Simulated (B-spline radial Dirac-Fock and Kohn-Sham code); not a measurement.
**Magnetic form factor of the 5d shell of Re**

System: the Re atom in the configuration 1s2 2s2 2p6 3s2 3p6 3d10 4s2 4p6 4d10 4f14 5s2 5p6 5d5 6s2.

Method: Dirac-Fock orbitals of the configuration average with a finite nucleus. Computed with a B-spline atomic structure program. ⟨j_K⟩ is the integral of the 5d radial density with the spherical Bessel function j_K(4πsr), s = sin θ/λ.

```
s (Å⁻¹)     ⟨j0⟩     ⟨j2⟩     ⟨j4⟩
      0   1.0000   0.0000   0.0000
   0.05   0.9257   0.0291   0.0004
    0.1   0.7387   0.0967   0.0055
   0.15   0.5137   0.1641   0.0200
    0.2   0.3115   0.2054   0.0425
   0.25   0.1594   0.2152   0.0669
    0.3   0.0596   0.2004   0.0876
   0.35   0.0024   0.1711   0.1013
    0.4  -0.0243   0.1361   0.1074
   0.45  -0.0318   0.1015   0.1067
    0.5  -0.0283   0.0708   0.1006
    0.6  -0.0097   0.0264   0.0794
    0.7   0.0072   0.0032   0.0548
    0.8   0.0162  -0.0051   0.0334
    0.9   0.0183  -0.0052   0.0174
      1   0.0161  -0.0019   0.0070
    1.1   0.0121   0.0021   0.0012
    1.2   0.0078   0.0054  -0.0013
    1.4   0.0015   0.0083  -0.0009
    1.6  -0.0010   0.0076   0.0018
```

Radial moments of the shell: ⟨r²⟩ = 4.221, ⟨r⁴⟩ = 35.61, ⟨r⁶⟩ = 561.2 in powers of bohr.
